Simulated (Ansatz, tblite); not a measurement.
Spin states of the cluster B2As (the lowest doublet isomer of a short search), each relaxed with PBE-D4/def2-TZVP in Ansatz. Electronic energies in the gas phase.

The xTB rows come from tblite. B3LYP takes the VWN-RPA correlation. Correlated methods freeze 11 core orbitals; core or outer-core shells of As are correlated, in sets that lack core-valence functions. In CCSD on the charge 0 doublet the largest single amplitude is 0.17, so its Hartree–Fock determinant may place the open shell otherwise than the density functionals do. The structure comes from a short search, and lower isomers may exist.

Doublet geometry (Cs within 0.1 Å):

Cartesian coordinates in Å:
```
B -0.588 0.003 -0.899
B -0.350 -0.661 0.469
As 0.937 0.658 0.430
```

Quartet geometry (C2v within 0.1 Å):

```xyz
3

B    -0.350    0.294   -0.941
B    -0.748   -0.027    0.731
As    1.098   -0.267    0.209
```

⟨S²⟩: doublet 0.77 at PBE0-D4/def2-TZVP (pure 0.75), quartet 3.77 at PBE0-D4/def2-TZVP (pure 3.75).

Run but left out: HF/STO-3G, HF/def2-TZVP, HF/def2-TZVPP, MP2/def2-TZVP, MP2/def2-TZVPP (doublet: ⟨S²⟩ 1.25 to 1.53, where a pure state has 0.75).

Only these spin states were relaxed.

| level | quartet − doublet (kJ/mol) | lowest of these | remarks |
| --- | --- | --- | --- |
| GFN1-xTB | 176.1 | doublet | – |
| GFN2-xTB | 195.2 | doublet | – |
| LDA (SPW92)/def2-TZVP | 128.8 | doublet | – |
| PBE-D4/def2-TZVP | 112.7 | doublet | – |
| RPA@PBE/def2-TZVP | 119.6 | doublet | – |
| CCSD/def2-TZVPP | 104.8 | doublet | large T1 (0.056) (doublet), spin-contaminated (⟨S²⟩ 1.25) (doublet), spin-contaminated (⟨S²⟩ 3.94) (quartet) |

(1) Estimate the rows for r2SCAN-D4/def2-TZVP, B3LYP-D4/def2-TZVP, PBE0-D4/def2-TZVP, ωB97M-V/def2-TZVP, PBE-QIDH/def2-TZVP, CCSD(T)/def2-TZVPP.

Results:

(1) 
```tsv
level	quartet − doublet (kJ/mol)	lowest of these	remarks
r2SCAN-D4/def2-TZVP	86.7	doublet	–
B3LYP-D4/def2-TZVP	119.5	doublet	–
PBE0-D4/def2-TZVP	100.3	doublet	–
ωB97M-V/def2-TZVP	126.2	doublet	–
PBE-QIDH/def2-TZVP	99.6	doublet	spin-contaminated (⟨S²⟩ 0.88) (doublet)
CCSD(T)/def2-TZVPP	115.0	doublet	large T1 (0.056) (doublet), spin-contaminated (⟨S²⟩ 1.25) (doublet), spin-contaminated (⟨S²⟩ 3.94) (quartet)
```

The xTB methods have no term that favours high spin, so they put low spin too low.
